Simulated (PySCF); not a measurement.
# Electronic structure of Sr⁺ (strontium, charge +1) at the UHF level

Configuration: [Kr] 5s1, 2S determinant. All numbers are calculated (PySCF 2.14, no relativity, point nucleus, in dyall-av2z).

- Total energy: -3131.366527 hartree
- One-electron energy: -4329.8150 hartree
- Hartree (Coulomb) energy: 1300.3033 hartree
- Exchange energy: -101.8548 hartree
- Kinetic energy: 3131.36045 hartree
- ⟨S²⟩: 0.7504
- ⟨L²⟩: 0.000
- Sum of ⟨r⟩: 26.63 bohr
- Sum of ⟨r²⟩: 45.91 bohr²
- Density at the nucleus (Gaussians lack the cusp): 37900 bohr⁻³
- Spin density at the nucleus: 3.86 bohr⁻³
- Langevin diamagnetic susceptibility: -36.4 ×10⁻⁶ cm³/mol
- Time after the integrals: of the order of 6 core-seconds

| shell | electrons | mean orbital energy (eV) | rms radius, mean of both spins (bohr) |
| --- | --- | --- | --- |
| 1s α | 1 | -15889.0 | 0.0465 |
| 1s β | 1 | -15889.0 | 0.0465 |
| 2s α | 1 | -2193.6 | 0.192 |
| 2s β | 1 | -2193.5 | 0.192 |
| 2p α | 3 | -1992.4 | 0.168 |
| 2p β | 3 | -1992.3 | 0.168 |
| 3s α | 1 | -372.72 | 0.535 |
| 3s β | 1 | -372.63 | 0.535 |
| 3p α | 3 | -297.19 | 0.540 |
| 3p β | 3 | -297.16 | 0.540 |
| 3d α | 5 | -160.97 | 0.545 |
| 3d β | 5 | -160.95 | 0.545 |
| 4s α | 1 | -57.650 | 1.48 |
| 4s β | 1 | -57.385 | 1.48 |
| 4p α | 3 | -35.853 | 1.68 |
| 4p β | 3 | -35.742 | 1.68 |
| 5s α | 1 | -10.321 | 4.36 |

A non-relativistic calculation at this Z misses sizeable relativistic shifts.
